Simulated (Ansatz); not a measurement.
A run for Ansatz (a quantum-chemistry and plane-wave program): R-CCSD(T)/aug-cc-pV(T+d)Z on CH5Cl (a complex), monomers drawn apart or pushed together. Files ending in .json are basis or fitting sets from the Basis Set Exchange.

Ansatz 0.2 input:
```yaml
crystal:
  periodic: [false, false, false]
  atoms:
    - {symbol: Cl, position_ang: [-0.41272735, -0.34685482, -0.48214466]}
    - {symbol: H, position_ang: [-0.29103565, -0.24310584, 0.79109653]}
    - {symbol: C, position_ang: [0.15185122, 0.14021325, 5.28464937]}
    - {symbol: H, position_ang: [-0.77850842, 0.61595376, 4.97455279]}
    - {symbol: H, position_ang: [0.25300096, 0.23136297, 6.36492792]}
    - {symbol: H, position_ang: [0.13640263, -0.91656575, 5.01813319]}
    - {symbol: H, position_ang: [0.99874401, 0.63218692, 4.80643094]}
basis:
  gaussian:
    orbitals: aug-cc-pV_T+d_Z.json
magnetization: {spin_polarized: false}
correlation: {method: ccsd_t, electrons: outside_noble_gas}
scf: {lower_state_search: off}
```

The log:

```
WARN ansatz: RAYON_NUM_THREADS=2 ignored (pool sized by the plan → 2); use --threads N
Functional definition: HF
these checks for a lower state are left out or cut short: stability, starts, cluster_reference, orbital_swaps, neighbouring_geometries, increment
integrals: 0.99 GiB planned
1200 factors; integrals over basis functions are off by at most 1.5e-3 eV
mean field: 0.54 GiB planned
mean field evaluation 1: about -13612.6147 eV, gradient 2.7e1 eV
mean field evaluation 2: about -13612.6154 eV, gradient 2.7e1 eV
mean field evaluation 4: about -13614.4374 eV, gradient 1.9e0 eV
mean field evaluation 8: about -13614.4587 eV, gradient 9.6e-2 eV
mean field -13614.45872516 eV, -500.3221299381 hartree, gradient 9.8e-6 eV, S^2 0.000000; 0 other end points of the search recorded, 0 dependent functions left out
6 core orbitals not correlated
reference -13614.45872516 eV, -500.3221299381 hartree; 8, 8 occupied and 202, 202 virtual orbitals, 1200 factors
second order -11.13453809 eV of doubles, -0.00000000 eV of singles
coupled cluster: 3.00 GiB planned
cycle   1  -11.92376002 eV  change   -7.9e-1 eV  update   5.8e-2
cycle   2  -12.20492044 eV  change   -2.8e-1 eV  update   1.7e-2
cycle   3  -12.22925118 eV  change   -2.4e-2 eV  update   4.7e-3
cycle   4  -12.22827189 eV  change    9.8e-4 eV  update   1.2e-3
cycle   5  -12.22806380 eV  change    2.1e-4 eV  update   2.6e-4
cycle   6  -12.22805855 eV  change    5.2e-6 eV  update   7.9e-5
cycle   7  -12.22806699 eV  change   -8.4e-6 eV  update   2.0e-5
cycle   8  -12.22807143 eV  change   -4.4e-6 eV  update   6.2e-6
perturbative correction -0.41824451 eV, -0.0153702023 hartree
Total energy: -13627.10504111 eV, -500.7868734771 hartree
Checks for a lower state left out: stability, starts, cluster_reference, orbital_swaps, neighbouring_geometries, increment
```

The run converged.

Cost: about 70 core-seconds (a rough figure).
